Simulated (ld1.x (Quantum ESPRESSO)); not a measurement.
## platinum, TM semilocal: configuration errors across variants

ld1.x (Quantum ESPRESSO) 7.5 input, shortened:

```
&input
   title='Pt', zed=78., rel=1, dft='PBE', iswitch=3,
   config='[Xe] 4f14 5d9 6s1 6p0'
 /
 &inputp
   pseudotype=1, tm=.true., lloc=2,
   nlcc=.false.
 /
3
6S  1  0   1.00   0.00  1.90  1.90  0.0
5P  2  1   6.00   0.00  1.10  1.10  0.0
5D  3  2   9.00   0.00  1.80  1.80  0.0
 &test
   configts(1)='5p6 5d9 6s1 6p0'
 /
```

All-electron excitation energies from the reference (eV): (1) 5p6 5d9 6s0 6p0 9.194; (2) 5p6 5d8 6s0 6p0 29.160; (3) 5p6 5d7 6s0 6p0 61.376; (4) 5p6 5d8 6s1 6p0 11.167; (5) 5p6 5d6 6s0 6p0 107.029; (6) 5p6 5d9.5 6s0.5 6p0 -0.123; (7) 5p6 5d10 6s0 6p0 -0.018.

In the semilocal form every listed channel keeps its own potential, so the choice of the local channel does not act on these tests. It acts once the file is put into the separable form.

A semilocal file is local in each channel, so a ghost entry of none says nothing of the separable form that plane-wave codes build from it.

6 further variants failed, have other tests or another functional or relativity, and are left out.

Errors AE − PS in meV (a dash: test not solved or not reliable):

| change | (1) | (2) | (3) | (4) | (5) | (6) | (7) | bound ghosts |
| --- | --- | --- | --- | --- | --- | --- | --- | --- |
| base | -9.7 | +0.9 | +16 | +6.5 | +28 | -4.6 | -13 | none |
| all radii scaled by about 0.85 (s 1.60, p 0.94, d 1.52 bohr) | -2.1 | +1.3 | +1.5 | +150 | -9.9 | +1.0 | -5.2 | none |
| local potential the p channel | -9.8 | +0.9 | +16 | +6.5 | +28 | -4.6 | -13 | none |
| wave 6s (bound): rc 1.90 bohr becomes 6s (bound): rc 1.74 bohr | -8.0 | -1.8 | +5.1 | +17 | +4.0 | -3.7 | -11 | none |
| wave 5d (bound): rc 1.80 bohr becomes 5d (bound): rc 2.06 bohr | -9.5 | -0.8 | +10 | +5.8 | +18 | -4.6 | -14 | none |

Give the same row for: wave 5p (bound): rc 1.10 bohr becomes 5p (bound): rc 1.50 bohr.

-9.5, +0.8, +17, +6.7, +33, -4.5, -13; bound ghosts: none.
